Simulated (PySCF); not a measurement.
Work out the structure from these simulated measurements.

Elements present: C, H and N. Monoisotopic mass: 114.1157 u.

| Quantity | Value |
| --- | --- |
| Triplet | lowest triplet excitation (Tamm–Dancoff): 4.00 eV [TDA CAM-B3LYP/def2-SVPD] |
| NMR, other nuclei | isotropic shieldings of nuclei other than C and H, by class: 228 (1 N), 229 (1 N) ppm [GIAO PBE0/pcSseg-1] |
| UV, first state | lowest singlet excitation: 6.05 eV (205 nm, f = 0.014) [TDDFT CAM-B3LYP/def2-SVPD] |
| Polarisability | 92.7 au [CAM-B3LYP/def2-SVPD] |
| 13C NMR | chemical shifts (computed TMS as zero) by class: 147.6 (1 C), 139.7 (1 C), 50.4 (1 C), 49.5 (1 C), 48.6 (1 C), 16.7 (1 C) ppm [GIAO PBE0/pcSseg-1] |
| Valence photoelectron | vertical ionisation energy: 8.54 eV [ΔSCF CAM-B3LYP/def2-SVPD] |
| Rotational structure | rotational constants A, B, C: 2.722, 1.249, 1.026 GHz [PBE0-D3(BJ)/def2-SVP] |

Electronic properties: PySCF, gas phase, density fitting. Levels stand in brackets. One conformer (not necessarily the lowest) at the PBE0-D3(BJ)/def2-SVP geometry, without solvent, vibrations or thermal averaging. Each NMR value is the plain mean over a class of atoms that symmetry, rotation or inversion makes alike.

Problem. Which formula fits the mass and the elements?

Solution. C6H14N2 (calculated 114.1157). No other formula that holds each of these elements comes within 0.0003 u with a fitting electron parity and a possible valence count.

Problem. What is the compound? Reason from the data.

Solution. Numbering: `[CH3:1]/[CH:2]=[C:3](\[CH2:4][NH2:5])[CH2:6][CH2:7][NH2:8]`. Its formula, C6H14N2, gives 1 degree of unsaturation: 0 rings and 1 π bond in the structure found. 6 carbons fall into 6 classes; from least to most shielded: fully substituted alkene carbon [C3] (147.6 ppm), alkene CH carbon [C2] (139.7 ppm), sp3 carbon bound to nitrogen [C7] (50.4 ppm), sp3 carbon bound to nitrogen [C4] (49.5 ppm), allylic carbon [C6] (48.6 ppm), allylic carbon [C1] (16.7 ppm). The other shieldings belong to: 228 ppm, primary amine nitrogen [N8]; 229 ppm, primary amine nitrogen [N5]. The first electron is taken from the HOMO, whose largest Löwdin shares are 0.22 on the alkene CH carbon, 0.19 on a primary amine nitrogen, 0.19 on the fully substituted alkene carbon and 0.09 on an allylic carbon. The optimised geometry has point group C1 and is an asymmetric top. Structure: `C/C=C(\CN)CCN`. Computed isomers that give other values at the same levels: `C/N=C\CCCNC` (rotational constant A: 8.578 GHz; this holds for the one conformer computed); `NCCCNC1CC1` (rotational constant A: 4.691 GHz; this holds for the one conformer computed). The assignments are read from this structure; whether some other isomer fits the data as well wasn't checked.
